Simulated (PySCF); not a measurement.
CH8N2Si3. Atoms are numbered in the order given.

```xyz
14

C      0.2659     1.8456    -0.0288
N      1.3974     1.2803    -0.1411
Si     1.7529    -0.4456    -0.2220
Si    -0.1761    -1.7225     0.2231
N     -1.5039    -0.6023    -0.0219
Si    -1.5018     1.1302     0.0754
H      0.2686     2.9609     0.0089
H      2.8458    -0.7233     0.7557
H      2.2739    -0.7174    -1.5961
H     -0.1571    -2.3027     1.6078
H     -0.3294    -2.8792    -0.7164
H     -2.4252    -1.0272    -0.1046
H     -2.0968     1.6677     1.3429
H     -2.2794     1.7319    -1.0533
```
Charge 0, spin multiplicity 1.

Geometry optimised at PBE0-D3(BJ)/def2-SVP. This is a generated structure with no PubChem entry under its InChIKey; it may be hypothetical.

Calculation: TDDFT-PBE/def2-SVPD (PySCF).

Vertical excitations. Isolated molecule, no solvent.

Computed UV-visible absorptions:
```json
[
 {"state": "S1", "energy (eV)": "3.00", "λ (nm)": "414", "f": "0.000", "main pairs": "HOMO→LUMO 100 %"},
 {"state": "S2", "energy (eV)": "3.87", "λ (nm)": "321", "f": "0.028", "main pairs": "HOMO→LUMO+1 96 %"},
 {"state": "S3", "energy (eV)": "3.93", "λ (nm)": "315", "f": "0.005", "main pairs": "HOMO−1→LUMO 97 %"},
 {"state": "S4", "energy (eV)": "4.75", "λ (nm)": "261", "f": "0.004", "main pairs": "HOMO→LUMO+2 98 %"},
 {"state": "S5", "energy (eV)": "4.89", "λ (nm)": "254", "f": "0.004", "main pairs": "HOMO−1→LUMO+1 98 %"},
 {"state": "S6", "energy (eV)": "5.02", "λ (nm)": "247", "f": "0.000", "main pairs": "HOMO→LUMO+3 52 %, HOMO−2→LUMO 44 %"},
 {"state": "S7", "energy (eV)": "5.05", "λ (nm)": "246", "f": "0.007", "main pairs": "HOMO−2→LUMO 48 %, HOMO→LUMO+3 45 %"},
 {"state": "S8", "energy (eV)": "5.28", "λ (nm)": "235", "f": "0.013", "main pairs": "HOMO→LUMO+4 51 %, HOMO→LUMO+5 45 %"},
 {"state": "S9", "energy (eV)": "5.32", "λ (nm)": "233", "f": "0.031", "main pairs": "HOMO→LUMO+5 52 %, HOMO→LUMO+4 45 %"},
 {"state": "S10", "energy (eV)": "5.68", "λ (nm)": "218", "f": "0.063", "main pairs": "HOMO−3→LUMO 70 %"},
 {"state": "T1", "energy (eV)": "2.44", "λ (nm)": "507", "f": "0", "main pairs": "HOMO→LUMO 99 %"},
 {"state": "T2", "energy (eV)": "3.53", "λ (nm)": "351", "f": "0", "main pairs": "HOMO→LUMO+1 99 %"},
 {"state": "T3", "energy (eV)": "3.83", "λ (nm)": "324", "f": "0", "main pairs": "HOMO−1→LUMO 100 %"},
 {"state": "T4", "energy (eV)": "4.56", "λ (nm)": "272", "f": "0", "main pairs": "HOMO→LUMO+2 58 %, HOMO−2→LUMO 18 %, HOMO−3→LUMO 17 %"}
]
```
Triplets are in the Tamm–Dancoff approximation, which puts them higher than full response would, so one can lie above its singlet here.
